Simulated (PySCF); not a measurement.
## Working out the ionisation energy of Eu

Eu [Xe] 4f7 6s2 (8S) → Eu⁺ [Xe] 4f7 6s1 (9S). All numbers are calculated (PySCF 2.14, scalar relativity by spin-free X2C-1e, in ANO-RCC-VTZP (8s7p5d3f2g1h, 104 functions)). Frozen: [Ar] 3d10. Energies in hartree (1 hartree = 27.21139 eV):

| part | Eu (lower) | Eu⁺ (upper) |
| --- | --- | --- |
| UHF | -10839.191418 | -10839.021230 |
| MP2 opposite-spin | -0.694781 | -0.666834 |
| MP2 same-spin | -0.502981 | -0.497192 |

Question: What does Hartree-Fock give?

Answer: (-10839.021230) − (-10839.191418) = 0.170188 hartree = 4.631 eV.

Question: What do MP2 and SCS-MP2 (6/5 opposite-spin, 1/3 same-spin) give?

Answer: The opposite-spin parts differ by 0.760 eV and the same-spin parts by 0.158 eV. MP2: 4.631 + (0.760) + (0.158) = 5.549 eV. SCS-MP2: 4.631 + 1.2 × (0.760) + (0.158)/3 = 5.596 eV.

Measured between the centres of the two terms (NIST): 5.670 eV, so MP2 (valence and next inner shell) is off by -0.121 eV.

What remains against the reference includes basis incompleteness, the frozen core and correlation beyond second order.
